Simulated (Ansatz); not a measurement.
Geometry optimisation, RKS BLYP-D4/def2-SVP (Ansatz).

Input:

```yaml
crystal:
  periodic: [false, false, false]
  atoms:
    - { symbol: C, position_ang: [-1.7816, -0.1251, -0.7898] }
    - { symbol: Si, position_ang: [-0.5628, -1.3317, -0.3197] }
    - { symbol: Si, position_ang: [0.8148, -0.4211, 1.3045] }
    - { symbol: C, position_ang: [1.6257, 1.4886, 0.2061] }
    - { symbol: "N", position_ang: [2.18, 0.3698, 0.8194] }
    - { symbol: H, position_ang: [-2.5167, -0.4761, -1.5494] }
    - { symbol: H, position_ang: [-2.4028, 0.236, 0.0625] }
    - { symbol: H, position_ang: [-1.3352, 0.8321, -1.2415] }
    - { symbol: H, position_ang: [0.2554, -1.717, -1.458] }
    - { symbol: H, position_ang: [-1.2194, -2.5444, 0.2482] }
    - { symbol: H, position_ang: [0.0909, 0.2425, 2.4342] }
    - { symbol: H, position_ang: [1.77288, 1.58308, -0.87256] }
    - { symbol: H, position_ang: [1.79787, 2.53241, 0.6635] }
    - { symbol: H, position_ang: [2.753, -0.1302, 0.2152] }
basis:
  gaussian: { orbitals: def2-SVP }
hamiltonian:
  xc: blyp
  dispersion: d4
relax:
  f_tol: 0.015
  max_steps: 40
```

Launched with:

```bash
$ ansatz run input.yaml --threads 2 --pin off --max-ram 3072MiB --backend cpu --events-out ev --progress --plain --runs-dir out
```

Where does it end, and by what steps?

The forces met the threshold. The force dipped under the threshold on the way, but the program's further checks kept it going. After 18 steps the energy has fallen by 1.945 eV; H8 moved furthest, 0.75 Å.

```tsv
step	energy less start (eV)	largest force component (eV/Å)	accepted
0	0.0000	3.673	yes
1	-0.9539	2.551	yes
2	-1.6132	1.202	yes
3	-1.8087	0.738	yes
4	-1.7150	1.705	no
5	-1.8895	0.296	yes
6	-1.9071	0.225	yes
7	-1.9247	0.144	yes
8	-1.9312	0.096	yes
9	-1.9345	0.071	yes
10	-1.9376	0.073	yes
11	-1.9397	0.068	yes
12	-1.9413	0.158	yes
13	-1.9431	0.082	yes
14	-1.9445	0.099	yes
15	-1.9445	0.038	yes
16	-1.9452	0.010	yes
17	-1.9453	0.008	yes
18	-1.9453	0.007	yes
```

```xyz
14
Properties=species:S:1:pos:R:3
C -2.229 -0.239 -0.878
Si -0.557 -1.027 -0.420
Si 0.672 0.260 1.102
C 1.972 1.387 0.338
N 2.461 0.172 1.060
H -2.764 -0.863 -1.624
H -2.878 -0.142 0.016
H -2.083 0.771 -1.309
H 0.325 -1.141 -1.635
H -0.781 -2.415 0.115
H 0.108 0.541 2.460
H 2.055 1.413 -0.766
H 2.256 2.345 0.811
H 2.915 -0.523 0.453
```

Whether the end is a true minimum wasn't checked by a vibrational analysis.

Run time: 39 s on 2 threads of Intel(R) Xeon(R) Platinum 8375C CPU @ 2.90GHz (Ice Lake), with other jobs on the host, peak memory 0.18 GiB.
